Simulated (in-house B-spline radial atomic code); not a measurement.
RPA and G0W0 on LDA VWN5: the nitrogen ion N⁴⁺

Configuration [He] 2s1, highest spin, mean-field start LDA VWN5. Computed with an all-electron radial atomic-structure program (B-spline basis): all electrons, non-relativistic, point nucleus, each spin shell either full or empty, empty states to l = 9 with an (l + 1/2)⁻⁴ tail; G0W0 by contour deformation at full frequency.

RPA overbinds a lone outer s electron by self-correlation, and G0W0 tends to as well.

Command:
```bash
python run_gw.py task.json out
```
Settings (radii: box in bohr, nucleus in fm):
```
Z                        7
electrons                3
configuration            [He] 2s1
hamiltonian              nr
method                   lda,vwn
lmax                     9
spin_polarised           True
box_radius               11.96
intervals                44
ion_configuration        1s2
```

Cost of the run: 1 s on 1 thread of AMD EPYC 7R43 64-Core Processor (shared host).

Energies (hartree):

```
                                     term      value
                         mean-field total  -47.92220
Hartree-Fock functional on these orbitals  -48.32325
                      direct second order   -0.17491
                    second-order exchange    0.12289
                         SOSEX correction   0.099457
```

Task: What is the RPA correlation energy, and what remains with SOSEX?

Result: RPA gives -0.14894 hartree (-1.35 eV per electron); RPA + SOSEX gives -0.049481, and the second-order doubles -0.052021 hartree (no singles). SOSEX takes back 67 % of the RPA value.

Quasi-particle levels (eV):

```tsv
level	occupied	mean field	Σx - vxc	Σc	QP weight	G0W0
2s up	yes	-88.97	-8.81	?	?	?
2s down	no	-82.87	8.34	-3.49	0.870	-78.02
```

G0W0 = mean field + (Σx - vxc) + Σc, with Σc (partial-wave tail included) taken at the quasi-particle energy. Levels of low weight are left out.

Task: Where does G0W0 put 2s up?

Result: At -99.42 eV, with Σc = -1.64 eV and a quasi-particle weight of 0.952. The tabulated removal energy is 97.890 eV (NIST, measured).

Task: What does it cost to remove one electron (to 1s2) by differences of total energies, each species on its own start (correlation terms add to the Hartree-Fock functional)?

Result: LDA VWN5 97.63 eV, Hartree-Fock functional 97.68 eV, + RPA 99.27 eV, + RPA + SOSEX 97.80 eV, + second order 97.82 eV. Tabulated: 97.890 eV (NIST, measured).
